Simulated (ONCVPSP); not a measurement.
## PBEsol ONCV dataset for lead, scalar-relativistic all-electron reference.

ONCVPSP 4.0.1 was run on this input:

```
# ATOM AND REFERENCE CONFIGURATION
# atsym  z   nc   nv     iexc    psfile
  Pb 82.00   12    3  -116133      upf
#
#   n    l    f
    1    0    2.00
    2    0    2.00
    2    1    6.00
    3    0    2.00
    3    1    6.00
    3    2   10.00
    4    0    2.00
    4    1    6.00
    4    2   10.00
    4    3   14.00
    5    0    2.00
    5    1    6.00
    5    2   10.00
    6    0    2.00
    6    1    2.00
#
# PSEUDOPOTENTIAL AND OPTIMIZATION
# lmax
    2
#
#   l,   rc,      ep,       ncon, nbas, qcut
    0    1.60    0.00    3    6    3.80
    1    2.55    0.00    4    7    2.90
    2    1.30    0.00    3    7    7.70
#
# LOCAL POTENTIAL
# lloc, lpopt,  rc(5),   dvloc0
    4    5    1.15    3.00
#
# VANDERBILT-KLEINMAN-BYLANDER PROJECTORs
# l, nproj, debl
    0    3    2.90
    1    2    0.70
    2    3    0.30
#
# MODEL CORE CHARGE
# icmod, fcfact, rcfact
    0    0.00    0.00
#
# LOG DERIVATIVE ANALYSIS
# epsh1, epsh2, depsh
   -2.00    5.00    0.02
#
# OUTPUT GRID
# rlmax, drl
    6.00    0.01
#
# TEST CONFIGURATIONS
# ncnf
    4
# nvcnf
#   n    l    f
    3
    5    2   10.00
    6    0    2.00
    6    1    1.00
#
    3
    5    2   10.00
    6    0    2.00
    6    1    0.00
#
    3
    5    2   10.00
    6    0    1.00
    6    1    0.00
#
    3
    5    2   10.00
    6    0    0.00
    6    1    4.00
#
```

Command:

```bash
oncvpsp.x < Pb.dat > Pb.out
```

The program printed (shortened: citation, most of the input echo, consistency checks and plot data are left out):

```
ONCVPSP  (Optimized Norm-Conservinng Vanderbilt PSeudopotential)
scalar-relativistic version 4.0.1

#   n    l    f        energy (Ha)
    1    0    2.00    -3.2379205E+03
    2    0    2.00    -5.7914536E+02
    2    1    6.00    -4.9673924E+02
    3    0    2.00    -1.3901794E+02
    3    1    6.00    -1.1539643E+02
    3    2   10.00    -9.1318287E+01
    4    0    2.00    -3.1460537E+01
    4    1    6.00    -2.3720614E+01
    4    2   10.00    -1.4769915E+01
    4    3   14.00    -4.8853617E+00
    5    0    2.00    -5.2988758E+00
    5    1    6.00    -3.1535426E+00
    5    2   10.00    -7.7766547E-01
    6    0    2.00    -4.4450995E-01
    6    1    2.00    -1.2923283E-01

Reference configufation results
  iterations    23
  all-electron total energy (Ha)   -2.08763193D+04

Begin loop to  construct optimized pseudo wave functions
and semi-local pseudopoentials for all angular momenta

   Wellstate for l =  0  n =  8
     eigenvalue =   2.4555
     asymptotic potential =   2.9555
     half-point radius =  3.6537

   Wellstate for l =  0  n =  9
     eigenvalue =   5.3555
     asymptotic potential =   5.8555
     half-point radius =  3.3742

Calculating optimized projector #   1

 for l=   0

    Fraction of norm inside rc  0.167963
    Optimizing pswf for qcut=   3.79 a_B^-1,  ecut=   7.19 Ha
    Residual kinetic energy error=  5.13D-03 Ha

    Energy error per electron        Cutoff
         Ha          eV             Ha
         0.01000     0.27211        4.42
         0.00100     0.02721       35.07
         0.00010     0.00272       45.83
         0.00001     0.00027       98.98

Calculating optimized projector #   2

 for l=   0

    Fraction of norm inside rc  0.088834
    Optimizing pswf for qcut=   3.79 a_B^-1,  ecut=   7.19 Ha
    Residual kinetic energy error=  1.04D-02 Ha

    Energy error per electron        Cutoff
         Ha          eV             Ha
         0.01000     0.27211        7.13
         0.00100     0.02721        9.31
         0.00010     0.00272       40.68
         0.00001     0.00027       71.05

Calculating optimized projector #   3

 for l=   0

    Fraction of norm inside rc  0.063950
    Optimizing pswf for qcut=   3.79 a_B^-1,  ecut=   7.19 Ha
    Residual kinetic energy error=  3.00D-01 Ha

    Energy error per electron        Cutoff
         Ha          eV             Ha
         0.01000     0.27211       11.01
         0.00100     0.02721       18.63
         0.00010     0.00272       74.89
         0.00001     0.00027       93.65

   Wellstate for l =  1  n =  7
     eigenvalue =   0.5708
     asymptotic potential =   1.0708
     half-point radius =  5.1626

Calculating optimized projector #   1

 for l=   1

    Fraction of norm inside rc  0.300771
    Optimizing pswf for qcut=   2.90 a_B^-1,  ecut=   4.21 Ha
    Residual kinetic energy error=  1.44D-03 Ha

    Energy error per electron        Cutoff
         Ha          eV             Ha
         0.01000     0.27211        1.28
         0.00100     0.02721        4.78
         0.00010     0.00272       18.32
         0.00001     0.00027       22.53

Calculating optimized projector #   2

 for l=   1

    Fraction of norm inside rc  0.237584
    Optimizing pswf for qcut=   2.90 a_B^-1,  ecut=   4.21 Ha
    Residual kinetic energy error=  3.47D-03 Ha

    Energy error per electron        Cutoff
         Ha          eV             Ha
         0.01000     0.27211        3.19
         0.00100     0.02721        5.82
         0.00010     0.00272       20.20
         0.00001     0.00027       31.42

WARNING wellstate: negative energy specified for n= 6 l=  2
WARNING scattering state with energy  0.25000000
WARNING will be used for the first projector

   Wellstate for l =  2  n =  6
     eigenvalue =   0.2500
     asymptotic potential =   0.7500
     half-point radius =  6.4929

   Wellstate for l =  2  n =  7
     eigenvalue =   0.5500
     asymptotic potential =   1.0500
     half-point radius =  7.9107

Calculating optimized projector #   1

 for l=   2

    Fraction of norm inside rc  0.565569
    Optimizing pswf for qcut=   7.69 a_B^-1,  ecut=  29.59 Ha
    Residual kinetic energy error=  4.68D-05 Ha

    Energy error per electron        Cutoff
         Ha          eV             Ha
         0.01000     0.27211       19.79
         0.00100     0.02721       24.66
         0.00010     0.00272       28.57
         0.00001     0.00027       40.85

Calculating optimized projector #   2

 for l=   2

    Fraction of norm inside rc  0.036595
    Optimizing pswf for qcut=   7.69 a_B^-1,  ecut=  29.59 Ha
    Residual kinetic energy error=  6.10D-06 Ha

    Energy error per electron        Cutoff
         Ha          eV             Ha
         0.01000     0.27211       14.24
         0.00100     0.02721       20.16
         0.00010     0.00272       24.99
         0.00001     0.00027       29.09

Calculating optimized projector #   3

 for l=   2

    Fraction of norm inside rc  0.030249
    Optimizing pswf for qcut=   7.69 a_B^-1,  ecut=  29.59 Ha
    Residual kinetic energy error=  6.17D-06 Ha

    Energy error per electron        Cutoff
         Ha          eV             Ha
         0.01000     0.27211       14.15
         0.00100     0.02721       20.12
         0.00010     0.00272       24.99
         0.00001     0.00027       29.10

Construct Vanderbilt / Kleinmman-Bylander projectors

B matrix Hermiticity error, ll=   0
   1   2   -2.4092E-04
   1   3    4.8453E-04
   2   3    2.1043E-04

  Orthonormal projector coefficients -1.2567E+01  1.0865E+01  5.5383E+00

B matrix Hermiticity error, ll=   1
   1   2    3.6797E-05

  Orthonormal projector coefficients  5.8166E+00  5.8360E-01

B matrix Hermiticity error, ll=   2
   1   2    1.0025E-04
   1   3   -1.2187E-04
   2   3    7.9444E-06

  Orthonormal projector coefficients  1.5038E+01  3.6391E+00  4.0574E-01

Pseudoatom total energy  -59.840089

Diagnostic tests using Vanderbilt-Kleinman-Bylander pseudopotentials
  1 or more projectors used as specified by nproj input data

   l    rcore       rmatch      e in        delta e   norm test  slope test

   0   1.6015627   1.6501896  -0.4445099  -0.0000666   0.9999314   1.0002936
run_diag: lschvkbbe ERROR   2   1   0  60  2.45549005E+00  2.15994104E+00
   0   1.6015627   1.6501896   2.4554900  -0.2955490   0.1541868   0.1969854
run_diag: lschvkbbe ERROR   3   2   0  60  5.35549005E+00  4.76994104E+00
   0   1.6015627   1.6501896   5.3554900  -0.5855490   3.2960732   0.3796372

   1   2.5537973   2.6313362  -0.1292328   0.0000000   1.0000267   0.9998747
   1   2.5537973   2.6313362   0.5707672   0.0000011   1.0001177   1.0001177

   2   1.3068104   1.3464880  -0.7776655   0.0000151   1.0001677   1.0002232
   2   1.3068104   1.3464880   0.2500000   0.0000393   1.0003784   1.0003784
   2   1.3068104   1.3464880   0.5500000   0.0000356   1.0004092   1.0004092

 Testing for bound ghosts
   n   l    E NL Schr. Eq   E Basis Diag.   E Cutoff

       0                       -6.374585    101.01  WARNING - GHOST(-)
   1   0       -0.444577       -0.429244    101.01

       1                       -1.221989     33.83  WARNING - GHOST(-)
   2   1       -0.129233       -0.124535     33.83

   3   2       -0.777650       -0.774841    201.56

 Testing for highly-localized positive-energy ghosts
       l    <radius>/rc     E Basis Diag.   E Cutoff

       0        0.362498        8.495164    101.01  WARNING - GHOST(+)

Test configuration 0

   n   l     f        eae           eps        diff
   1   0  2.0000-3237.92051856
   2   0  2.0000 -579.14536252
   2   1  6.0000 -496.73924034
   3   0  2.0000 -139.01794427
   3   1  6.0000 -115.39643290
   3   2 10.0000  -91.31828667
   4   0  2.0000  -31.46053746
   4   1  6.0000  -23.72061399
   4   2 10.0000  -14.76991529
   4   3 14.0000   -4.88536166
   5   0  2.0000   -5.29887580
   5   1  6.0000   -3.15354261
   5   2 10.0000   -0.77766547   -0.77765033    1.51D-05
   6   0  2.0000   -0.44450995   -0.44457658   -6.66D-05
   6   1  2.0000   -0.12923283   -0.12923283    7.48D-09

    Total energies and differences
      AE_ref= -2.08763193D+04  AE_tst= -2.08763193D+04  dif=  0.00D+00
      PS_ref= -5.98400891D+01  PS_tst= -5.98400891D+01  dif=  2.13D-14
      PSP excitation error= -2.13D-14

Test configuration 1

   n   l     f        eae           eps        diff
   1   0  2.0000-3238.20599818
   2   0  2.0000 -579.42991502
   2   1  6.0000 -497.02387109
   3   0  2.0000 -139.30230560
   3   1  6.0000 -115.68080325
   3   2 10.0000  -91.60261352
   4   0  2.0000  -31.74481452
   4   1  6.0000  -24.00488215
   4   2 10.0000  -15.05415441
   4   3 14.0000   -5.16957149
   5   0  2.0000   -5.58287113
   5   1  6.0000   -3.43766760
   5   2 10.0000   -1.06069774   -1.05976311    9.35D-04
   6   0  2.0000   -0.70964069   -0.70977969   -1.39D-04
   6   1  1.0000   -0.36297214   -0.36308669   -1.15D-04

    Total energies and differences
      AE_ref= -2.08763193D+04  AE_tst= -2.08760768D+04  dif=  2.42D-01
      PS_ref= -5.98400891D+01  PS_tst= -5.95974446D+01  dif=  2.43D-01
      PSP excitation error= -1.56D-04

Test configuration 2

   n   l     f        eae           eps        diff
   1   0  2.0000-3238.54362045
   2   0  2.0000 -579.76558624
   2   1  6.0000 -497.35969527
   3   0  2.0000 -139.63753094
   3   1  6.0000 -116.01604461
   3   2 10.0000  -91.93777562
   4   0  2.0000  -32.07979254
   4   1  6.0000  -24.33982832
   4   2 10.0000  -15.38902736
   4   3 14.0000   -5.50436354
   5   0  2.0000   -5.91691426
   5   1  6.0000   -3.77172738
   5   2 10.0000   -1.39190417   -1.38948515    2.42D-03
   6   0  2.0000   -1.01145216   -1.01172782   -2.76D-04

    Total energies and differences
      AE_ref= -2.08763193D+04  AE_tst= -2.08755826D+04  dif=  7.37D-01
      PS_ref= -5.98400891D+01  PS_tst= -5.91028111D+01  dif=  7.37D-01
      PSP excitation error= -6.12D-04

Test configuration 3

   n   l     f        eae           eps        diff
   1   0  2.0000-3238.98781602
   2   0  2.0000 -580.20552686
   2   1  6.0000 -497.79974378
   3   0  2.0000 -140.07729797
   3   1  6.0000 -116.45581383
   3   2 10.0000  -92.37733524
   4   0  2.0000  -32.51928962
   4   1  6.0000  -24.77920907
   4   2 10.0000  -15.82819353
   4   3 14.0000   -5.94334989
   5   0  2.0000   -6.35391899
   5   1  6.0000   -4.20782929
   5   2 10.0000   -1.81790673   -1.81396107    3.95D-03
   6   0  1.0000   -1.37959190   -1.37956939    2.25D-05

    Total energies and differences
      AE_ref= -2.08763193D+04  AE_tst= -2.08743890D+04  dif=  1.93D+00
      PS_ref= -5.98400891D+01  PS_tst= -5.79085610D+01  dif=  1.93D+00
      PSP excitation error= -1.24D-03

Test configuration 4

   n   l     f        eae           eps        diff
   1   0  2.0000-3238.05221271
   2   0  2.0000 -579.27453513
   2   1  6.0000 -496.86823871
   3   0  2.0000 -139.14819992
   3   1  6.0000 -115.52666043
   3   2 10.0000  -91.44829431
   4   0  2.0000  -31.59125030
   4   1  6.0000  -23.85125104
   4   2 10.0000  -14.90040485
   4   3 14.0000   -5.01582418
   5   0  2.0000   -5.42902320
   5   1  6.0000   -3.28301467
   5   2 10.0000   -0.89802181   -0.89899525   -9.73D-04
   6   1  4.0000   -0.18009735   -0.17999180    1.06D-04

    Total energies and differences
      AE_ref= -2.08763193D+04  AE_tst= -2.08756613D+04  dif=  6.58D-01
      PS_ref= -5.98400891D+01  PS_tst= -5.91818019D+01  dif=  6.58D-01
      PSP excitation error= -2.66D-04
```

Note: ghosts flagged at negative energy: s at -173.5 eV, p at -33.3 eV; GHOST(+) flagged for s at 231.2 eV. A true bound ghost makes a file unfit for plane-wave use.

The run took about 4.8 s on one core of a shared server CPU.
